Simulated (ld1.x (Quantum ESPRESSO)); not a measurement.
# Pseudopotential generation for beryllium (Be): RRKJ, PBE, scalar-relativistic.

ld1.x (Quantum ESPRESSO) 7.5 input, shortened:

```
&input
   title='Be', zed=4., rel=1, dft='PBE', iswitch=3,
   config='[He] 2s1.5 2p0.5'
 /
 &inputp
   pseudotype=2, tm=.false., rho0=0.01, lloc=0,
   nlcc=.true., new_core_ps=.true., rcore=2.30
 /
2
2P  2  1   0.50   0.00  2.75  2.75  0.0
2S  1  0   1.50   0.00  2.20  2.20  0.0
 &test
   configts(1)='2s1.5 2p0.5'
 /
```

All-electron outer shells of the reference configuration (PBE, scalar-relativistic, ld1.x):

| shell | level (eV) | outermost node (bohr) | outermost maximum (bohr) |
| --- | --- | --- | --- |
| 1s | -106.96 | – | 0.27 |
| 2s | -5.91 | 0.59 | 2.04 |
| 2p | -2.30 | – | 2.26 |

Estimate the cutoffs (Ry, on a coarse ladder) from which the occupation-weighted sum of valence levels, in a spherical-Bessel basis at the reference potential, stays within 10 and 1 mRy of its value at 400 Ry.

8 Ry and 15 Ry.

What does a ghost test show?

No extra level below or beside the all-electron valence levels (p, s, d, f tested).

Tests: 2s2 2p0; 2s1 2p0; 2s1.5 2p0; 2s1 2p1; 2s0 2p1; 2s0 2p2. Which has the largest error in its energy relative to the reference configuration, and how large is it?

2s0 2p1, with -35 meV (all-electron minus pseudo) on +11.66 eV.
